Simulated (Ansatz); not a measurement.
# Nudged elastic band run: CH₄BClSi

input.yaml

```yaml
crystal:
  periodic: [false, false, false]
  atoms:
    - { symbol: C, position_ang: [-0.02425, 1.459937, -0.308458] }
    - { symbol: B, position_ang: [0.220968, 0.010244, 0.07662] }
    - { symbol: Si, position_ang: [-0.174932, -1.68952, 0.884068] }
    - { symbol: Cl, position_ang: [-0.737171, -2.964222, -0.871309] }
    - { symbol: H, position_ang: [-0.917529, 1.503418, -0.951606] }
    - { symbol: H, position_ang: [-0.24516, 2.082844, 0.568685] }
    - { symbol: H, position_ang: [0.807353, 1.910627, -0.859781] }
    - { symbol: H, position_ang: [1.070731, -2.313329, 1.461791] }
basis:
  gaussian: { orbitals: "6-31G" }
hamiltonian:
  xc: r2scanh
neb:
  order_check: false
  images: 7
  f_tol: 0.05
  max_iterations: 43
  initial_path: idpp
  final_atoms:
    - { symbol: C, position_ang: [-0.05540376, 1.4671401, -0.27198836] }
    - { symbol: B, position_ang: [0.1191508, 0.03132275, 0.19626231] }
    - { symbol: Si, position_ang: [0.51161908, -1.84208521, 0.01692078] }
    - { symbol: Cl, position_ang: [-1.51162347, -2.80131806, 0.0979773] }
    - { symbol: H, position_ang: [0.86306031, 1.84912215, -0.73797845] }
    - { symbol: H, position_ang: [-0.8316538, 1.49552704, -1.05186637] }
    - { symbol: H, position_ang: [-0.35379506, 2.15325531, 0.52710528] }
    - { symbol: H, position_ang: [1.2586559, -2.35296508, 1.22357751] }
```

Launched with:

```bash
$ ansatz run input.yaml --threads 1 --pin off --max-ram 2048MiB --backend cpu --events-out ev --progress --plain --runs-dir out
```

Output, in part (warnings, iteration lines, the closing report on the highest movable image, with atoms numbered from 0):

```
NEB end point (image 0): max|allowed force component| = 1.160e-2 eV/Å (the criterion of neb.relax_end_points is 1.000e-2)
NEB end point (image 8): max|allowed force component| = 9.600e-3 eV/Å (the criterion of neb.relax_end_points is 1.000e-2)
NEB iter   1: max|band force component| = 1.345e0 eV/Å  barrier→ = 0.3733 eV  barrier← = 0.3733 eV  Δτ_max = 0.1947 Å  (221 SCF iters)
NEB iter   2: max|band force component| = 4.119e-1 eV/Å  barrier→ = 0.1959 eV  barrier← = 0.1959 eV  CI = image 4  Δτ_max = 0.0664 Å  (206 SCF iters)
NEB iter   3: max|band force component| = 3.858e-1 eV/Å  barrier→ = 0.1799 eV  barrier← = 0.1799 eV  CI = image 4  Δτ_max = 0.1541 Å  (183 SCF iters)
NEB iter   4: max|band force component| = 2.517e-1 eV/Å  barrier→ = 0.1769 eV  barrier← = 0.1770 eV  CI = image 4  Δτ_max = 0.0804 Å  (196 SCF iters)
NEB iter   5: max|band force component| = 1.539e-1 eV/Å  barrier→ = 0.1767 eV  barrier← = 0.1767 eV  CI = image 4  Δτ_max = 0.1845 Å  (190 SCF iters)
NEB iter   6: max|band force component| = 1.833e-1 eV/Å  barrier→ = 0.1767 eV  barrier← = 0.1767 eV  CI = image 4  Δτ_max = 0.0656 Å  (192 SCF iters)
NEB iter   7: max|band force component| = 8.003e-2 eV/Å  barrier→ = 0.1767 eV  barrier← = 0.1767 eV  CI = image 4  Δτ_max = 0.0781 Å  (188 SCF iters)
NEB iter   8: max|band force component| = 7.297e-2 eV/Å  barrier→ = 0.1767 eV  barrier← = 0.1767 eV  CI = image 4  Δτ_max = 0.0259 Å  (193 SCF iters)
NEB iter   9: max|band force component| = 4.356e-2 eV/Å  barrier→ = 0.1767 eV  barrier← = 0.1767 eV  CI = image 4  Δτ_max = 0.0000 Å  (360 SCF iters)
Total energy: -22171.92458061 eV, -814.8031996672 hartree
Atom 0 at    -0.069892     1.494343    -0.402237 Å, force     0.000862     0.000183     0.003540 eV/Å
Atom 1 at     0.042742     0.028160    -0.007981 Å, force    -0.001379     0.000084    -0.001800 eV/Å
Atom 2 at     0.248517    -1.734963     0.471820 Å, force     0.000336    -0.001949     0.001439 eV/Å
Atom 3 at    -1.559248    -2.932129     0.716253 Å, force    -0.000081     0.000762    -0.000536 eV/Å
Atom 4 at    -0.505403     1.652134    -1.395064 Å, force    -0.000121    -0.000276    -0.000687 eV/Å
Atom 5 at    -0.604996     2.105708     0.333064 Å, force    -0.000135     0.000520    -0.000682 eV/Å
Atom 6 at     0.958867     1.891263    -0.445399 Å, force     0.000084    -0.000641    -0.000812 eV/Å
Atom 7 at     1.489424    -2.504517     0.729552 Å, force     0.000435     0.001316    -0.000462 eV/Å
Dipole moment:     0.440310     0.756179    -0.181679 e Å
```

It converged. Beside the main top the profile has a ripple of under 15 meV (maxima at images 2, 4, 6), which may be a very shallow well or noise. A vibrational analysis at the climbing image gives one clearly imaginary mode, 269i cm⁻¹: a first-order saddle point. Limits of this set-up: no polarisation functions.

Final band:

```
image  path coordinate (Å)  energy (kcal/mol)
    0                 0.00                0.0
    1                 0.79                0.2
    2                 1.57                0.3
    3                 2.36                0.1
    4                 3.15                4.1
    5                 3.97                0.1
    6                 4.78                0.3
    7                 5.60                0.2
    8                 6.42                0.0
```

Run time: 4.9 min on 1 thread of Arm Neoverse V1, on a shared host, peak memory 0.13 GiB.
